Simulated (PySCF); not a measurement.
BH₂O₂, SMILES O[B]O, multiplicity 2. Atoms are numbered in the order given.

```xyz
5

O      0.0000     1.2312     0.0374
B      0.0000     0.0000    -0.5272
O      0.0000    -1.2312     0.0374
H      0.0000     1.2518     1.0188
H      0.0000    -1.2518     1.0188
```
Charge 0, spin multiplicity 2.

Geometry: PBE-D3(BJ)/def2-TZVP. The isomer is the one that the SMILES or the coordinates give; other isomers of the formula were not compared. Other conformers were not sampled.

These are PBE0/pcH-1 (PySCF) values and carry that method's errors.

Unrestricted Kohn–Sham, ⟨S²⟩ = 0.753. Hyperfine tensors hold the contact and dipolar terms, without spin-orbit corrections.

**Question.** Estimate the hyperfine couplings. (Estimate from the structure and the level; the computed values follow.)

**Answer.** 
```json
[
 {"nucleus": "17O no. 1", "A(iso) (MHz)": "-176.2", "A(iso) (G)": "-62.9", "dipolar principal values (MHz)": "-7.0, 1.0, 6.1"},
 {"nucleus": "11B no. 2", "A(iso) (MHz)": "663.1", "A(iso) (G)": "236.6", "dipolar principal values (MHz)": "-36.7, -29.6, 66.2"},
 {"nucleus": "17O no. 3", "A(iso) (MHz)": "-176.2", "A(iso) (G)": "-62.9", "dipolar principal values (MHz)": "-7.0, 1.0, 6.1"},
 {"nucleus": "1H no. 4", "A(iso) (MHz)": "88.1", "A(iso) (G)": "31.4", "dipolar principal values (MHz)": "-3.3, -2.5, 5.8"},
 {"nucleus": "1H no. 5", "A(iso) (MHz)": "88.1", "A(iso) (G)": "31.4", "dipolar principal values (MHz)": "-3.3, -2.5, 5.8"}
]
```

**Question.** And the g tensor (effective nuclear charges for spin-orbit coupling, GIAO)? (Estimate from the structure and the level; the computed values follow.)

**Answer.** principal values 2.0009, 2.0018, 2.0022; isotropic 2.0016.
